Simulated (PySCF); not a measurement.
**Y(III) with different ligands**

Computed with PySCF 2.14.0, PBE0, def2-SVP on the ligands, density fitting, scalar-relativistic core potentials, no spin-orbit coupling, vacuum. The metal has def2-SVP with ECP28. Each complex is relaxed within the symmetry of a template of the same shape. Distances are means of the shortest metal–ligand contacts, charges and spins Mulliken's; removal energies are rigid, with the ligand's formal charge and no counterpoise, so too large; for an anion taken off a cation in vacuum most of it is the attraction of opposite charges, and multiply charged cations can part far more cheaply with an electron moved from ligand to metal.

```
   complex  point group  M–first ligand (Å)  charge on M (e)  HOMO–LUMO gap (eV)  removal of one first-named ligand (eV)  strongest infrared band, degenerate modes summed (cm⁻¹)  unstable modes (below −25 cm⁻¹)
    [YF4]−           Td               2.051             0.94                8.83                                    6.79                                                      555                                0
 [Y(SH)4]−           S4               2.620             0.49                6.12                                    4.69                                                        –                        not given
[Y(NH2)4]−           S4               2.230             0.55                5.00                                    5.30                                                      493                                0
    [YH4]−           Td               2.063             0.43                5.83                                    4.88                                                     1255                                0
```

Question: A further member has point group S4, M–first ligand (Å) 2.123, charge on M (e) 0.64, HOMO–LUMO gap (eV) 6.36, removal of one first-named ligand (eV) 6.00, strongest infrared band, degenerate modes summed (cm⁻¹) 532, unstable modes (below −25 cm⁻¹) 0. Which complex is it?

Answer: [Y(OH)4]−. Other answers can fit too; this one was computed.

Moved off a saddle point of the template and relaxed again: [Y(NH2)4]−. One start shape was tried for each, so a minimum needn't be the lowest isomer.
